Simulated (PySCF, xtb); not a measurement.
CH3NO2Si, SMILES N#CO[SiH2]O. Other conformers were not sampled.

Harmonic wavenumbers (cm⁻¹) from xtb with GFN2-xTB at its own minimum, in rising order: 35, 113, 193, 263, 488, 497, 545, 616, 653, 725, 755, 772, 939, 1256, 2322, 2440, 2466, 3652.

Question: What does PBE-D3(BJ)/def2-SVP (PySCF) give at its own minimum? (The exact figures need the calculation; the answer reports its results.)

Answer: 39, 117, 274, 312, 491, 505, 611, 667, 730, 813, 876, 890, 949, 1165, 2201, 2283, 2312, 3761. Paired by order, the mean absolute difference is 73 cm⁻¹ and the zero-point energies are 26.8 and 27.2 kcal/mol.
